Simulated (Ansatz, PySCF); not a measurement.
Isomers of CH3BSi. Isolated molecules, 0 K electronic values unless said otherwise. Strings in code marks are SMILES.

Quantity: electronic energy of isomers of CH3BSi relative to `B1C=[SiH]1`, in kJ/mol. The restricted reference of `B1=C[SiH2]1` is unstable towards unrestricted orbitals.

Level 1: composite: frozen-core CCSD(T) with HF/cc-pVQZ and the correlation energy extrapolated as X^-3 from cc-pVTZ and cc-pVQZ, plus CCSDT(Q) minus CCSD(T) in cc-pVTZ // PBE0-D3(BJ)/def2-TZVP (Ansatz, a program for electronic structure)
Level 2: PBE-D3(BJ)/def2-TZVP // PBE0-D3(BJ)/def2-TZVP (PySCF)
Level 3: r2SCAN0/cc-pVTZ // PBE0-D3(BJ)/def2-TZVP (Ansatz)
Level 4: HF/6-31G* // PBE0-D3(BJ)/def2-TZVP (PySCF)

| species | level 2 | level 3 | level 4 |
|---|---|---|---|
| `B=C=[SiH2]` | 50.3 | 55.0 | 27.84 |
| `B1=C[SiH2]1` | 101.0 | 106.2 | 115.0 |

Q: What does level 1 give for each?

A: 
- `B=C=[SiH2]`: 41.43
- `B1=C[SiH2]1`: 87.0
